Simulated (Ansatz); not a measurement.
Molecule: C$_{4}$H$_{5}$N, charge 0, multiplicity 1. SMILES: C=CCC#N
Coordinates optimised at B3LYP-D3(BJ)/def2-TZVP (Ansatz, a program for electronic structure):
```xyz
10

C     -2.1869     0.0014    -0.0997
C     -1.0155     0.1347     0.5022
C      0.1869    -0.7208     0.1919
C      1.3507     0.0760    -0.1935
N      2.2591     0.7158    -0.4883
H     -3.0292     0.6267     0.1648
H     -2.3480    -0.7354    -0.8782
H     -0.8741     0.8865     1.2709
H     -0.0398    -1.4231    -0.6129
H      0.4670    -1.3137     1.0688
```

Parts of the frozen-core correlation energy in 6-31G* (Ansatz, hartree). Frozen orbitals: 5; correlated occupied orbitals by spin: 13 and 13; virtual: 67 and 67. Spin-orbit coupling is left out. No relativistic terms.

| term | value |
|---|---|
| reference (HF) | -208.80150 |
| MP2 opposite-spin | ? |
| MP2 same-spin | -0.16602 |
| CCSD correlation | ? |
| (T) | ? |
| T1 diagnostic | 0.012 |
| largest doubles amplitude | 0.117 |

Problem. Complete the blanks.

Solution. 
- MP2 opposite-spin, value: -0.49241
- CCSD correlation, value: -0.69504
- (T), value: -0.02707
